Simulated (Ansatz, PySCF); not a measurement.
Reaction (SMILES): CB(C)O -> [CH2]B(C)O + H atom (the C-H bond at the site shown breaks; other sites are not compared here)
Structures are relaxed separately at B3LYP-D3(BJ)/def2-TZVP in Ansatz (a quantum-chemistry and plane-wave program), one conformer each, not searched for the lowest. Frequencies are from Ansatz or PySCF.

Quantity: bond dissociation energy (enthalpy at 298 K, with B3LYP-D3(BJ) rigid-rotor harmonic-oscillator terms), in eV. Valence correlation only, unless marked. UHF or UKS for open shells. Spin-orbit coupling is left out. No relativistic terms. CBS(X,Y): correlation extrapolated as X^-3; Hartree-Fock from the larger set. [CCSD(T)-MP2]/basis is that difference in the basis named.

RI-MP2/CBS(cc-pVTZ,cc-pVQZ)+[CCSD(T)-MP2]/cc-pVTZ (Ansatz) gives 4.26 eV.

Question: Another calculation gave 4.13 eV. Which level was it?
(A) revPBE/def2-TZVPD (Ansatz)
(B) SVWN5/def2-TZVPD (Ansatz)
(C) B2GP-PLYP/def2-TZVPD (Ansatz)

Answer: C, B2GP-PLYP/def2-TZVPD (Ansatz). The others give 4.64 (SVWN5), 3.99 (revPBE) eV.
